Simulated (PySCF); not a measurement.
C₂H₅F₂NSi (SMILES C=C[Si](N)(F)F), singlet, geometry from GFN2-xTB; DF-B3LYP/def2-TZVPD in PySCF.

Input for PySCF:
```python
from pyscf import gto, scf, dft

mol = gto.Mole()
mol.atom = '''
    C    -2.193202    0.863247   -0.800174
    C    -1.458014   -0.193628   -0.489897
    Si    0.311411   -0.138375    0.105576
    N     1.116537    1.303629   -0.310421
    F     1.045080   -1.493384   -0.366990
    F     0.463621   -0.271273    1.694840
    H    -1.801776    1.864659   -0.731284
    H    -3.216028    0.775039   -1.132095
    H    -1.906050   -1.176308   -0.577482
    H     1.953811    1.569313    0.181055
    H     1.123521    1.643330   -1.255523
'''
mol.basis = 'def2-tzvpd'
mol.charge = 0
mol.spin = 0
mol.verbose = 4
mol.max_memory = 1800
mol.build()

mf = dft.RKS(mol)
mf.xc = 'b3lyp'
mf = mf.density_fit(auxbasis='def2-universal-jkfit')
mf.kernel()
```

Output, abridged:

```
PySCF version 2.14.0

[INPUT] verbose = 4
[INPUT] num. atoms = 11
[INPUT] num. electrons = 56
[INPUT] charge = 0
[INPUT] spin (= nelec alpha-beta = 2S) = 0
[INPUT] symmetry False subgroup None
[INPUT] Mole.unit = angstrom
[INPUT] Symbol           X                Y                Z      unit          X                Y                Z       unit  Magmom
[INPUT]  1 C     -2.193202000000   0.863247000000  -0.800174000000 AA   -4.144551115848   1.631300407852  -1.512109711998 Bohr   0.0
[INPUT]  2 C     -1.458014000000  -0.193628000000  -0.489897000000 AA   -2.755247145782  -0.365903890047  -0.925771159246 Bohr   0.0
[INPUT]  3 Si     0.311411000000  -0.138375000000   0.105576000000 AA    0.588481502177  -0.261490852487   0.199509725327 Bohr   0.0
[INPUT]  4 N      1.116537000000   1.303629000000  -0.310421000000 AA    2.109949137944   2.463501778041  -0.586610673314 Bohr   0.0
[INPUT]  5 F      1.045080000000  -1.493384000000  -0.366990000000 AA    1.974914978260  -2.822086758807  -0.693510590454 Bohr   0.0
[INPUT]  6 F      0.463621000000  -0.271273000000   1.694840000000 AA    0.876116715597  -0.512631674989   3.202783424958 Bohr   0.0
[INPUT]  7 H     -1.801776000000   1.864659000000  -0.731284000000 AA   -3.404863177814   3.523694825705  -1.381926479276 Bohr   0.0
[INPUT]  8 H     -3.216028000000   0.775039000000  -1.132095000000 AA   -6.077412128933   1.464611445857  -2.139349496989 Bohr   0.0
[INPUT]  9 H     -1.906050000000  -1.176308000000  -0.577482000000 AA   -3.601912479727  -2.222899958135  -1.091282821866 Bohr   0.0
[INPUT] 10 H      1.953811000000   1.569313000000   0.181055000000 AA    3.692167689163   2.965571773720   0.342144363483 Bohr   0.0
[INPUT] 11 H      1.123521000000   1.643330000000  -1.255523000000 AA    2.123146985197   3.105443632282  -2.372594613092 Bohr   0.0

nuclear repulsion = 313.457307676831
number of shells = 107
number of NR pGTOs = 390
number of NR cGTOs = 279
basis = def2-tzvpd
ecp = {}

******** <class 'pyscf.df.df_jk.DFRKS'> ********
method = DFRKS
initial guess = minao
damping factor = 0
level_shift factor = 0
DIIS = <class 'pyscf.scf.diis.CDIIS'>
diis_start_cycle = 1
diis_space = 8
diis_damp = 0
SCF conv_tol = 1e-09
SCF conv_tol_grad = None
SCF max_cycles = 50
direct_scf = False
XC library pyscf.dft.libxc version 7.1.2
    S. Lehtola, C. Steigemann, M. J. T. Oliveira, and M. A. L. Marques,  SoftwareX 7, 1–5 (2018)
XC functionals = b3lyp
    P. J. Stephens, F. J. Devlin, C. F. Chabalowski, and M. J. Frisch,  J. Phys. Chem. 98, 11623 (1994)
radial grids:
    Treutler-Ahlrichs [JCP 102, 346 (1995); DOI:10.1063/1.469408] (M4) radial grids

becke partition: Becke, JCP 88, 2547 (1988); DOI:10.1063/1.454033
pruning grids: <function nwchem_prune>
grids dens level: 3
symmetrized grids: False
atomic radii adjust function: <function treutler_atomic_radii_adjust>
small_rho_cutoff = 0
Set gradient conv threshold to 3.16228e-05
Initial guess from minao.
tot grids = 138888
******** <class 'pyscf.df.df.DF'> ********
auxbasis = def2-universal-jkfit
init E= -623.919871420334
  HOMO = -0.334364391763379  LUMO = -0.105389784794149  gap/eV = 6.23072
cycle= 1 E= -623.35360486743  delta_E= 0.566  |g|= 0.92  |ddm|= 2.89
  HOMO = -0.21279834873288  LUMO = -0.0102096573378262  gap/eV = 5.51272
cycle= 2 E= -623.182331086484  delta_E= 0.171  |g|= 1.42  |ddm|= 1.47
  HOMO = -0.289906270509093  LUMO = -0.0362725448973343  gap/eV = 6.90173
cycle= 3 E= -623.494717152485  delta_E= -0.312  |g|= 0.103  |ddm|= 0.837
  HOMO = -0.299435643170407  LUMO = -0.0477034688287476  gap/eV = 6.84998
cycle= 4 E= -623.496539507827  delta_E= -0.00182  |g|= 0.0425  |ddm|= 0.105
  HOMO = -0.293969576340364  LUMO = -0.0447507813568114  gap/eV = 6.78159
cycle= 5 E= -623.496889819924  delta_E= -0.00035  |g|= 0.0116  |ddm|= 0.0357
  HOMO = -0.295273694839507  LUMO = -0.0439267858782643  gap/eV = 6.83950
cycle= 6 E= -623.496918509993  delta_E= -2.87e-05  |g|= 0.00279  |ddm|= 0.0106
  HOMO = -0.295322520967124  LUMO = -0.0440711026366263  gap/eV = 6.83690
cycle= 7 E= -623.496920229518  delta_E= -1.72e-06  |g|= 0.000937  |ddm|= 0.00267
  HOMO = -0.295263434202193  LUMO = -0.0440970918785061  gap/eV = 6.83458
cycle= 8 E= -623.496920417282  delta_E= -1.88e-07  |g|= 0.000349  |ddm|= 0.000875
  HOMO = -0.295290328798366  LUMO = -0.0440873208344028  gap/eV = 6.83558
cycle= 9 E= -623.496920444947  delta_E= -2.77e-08  |g|= 3.55e-05  |ddm|= 0.000252
  HOMO = -0.295285847815107  LUMO = -0.0440859451685821  gap/eV = 6.83550
cycle= 10 E= -623.496920445171  delta_E= -2.24e-10  |g|= 1.53e-05  |ddm|= 4.79e-05
  HOMO = -0.295285862570152  LUMO = -0.0440871216287686  gap/eV = 6.83547
Extra cycle  E= -623.496920445127  delta_E= 4.39e-11  |g|= 2.34e-05  |ddm|= 2.56e-05
converged SCF energy = -623.496920445127
```
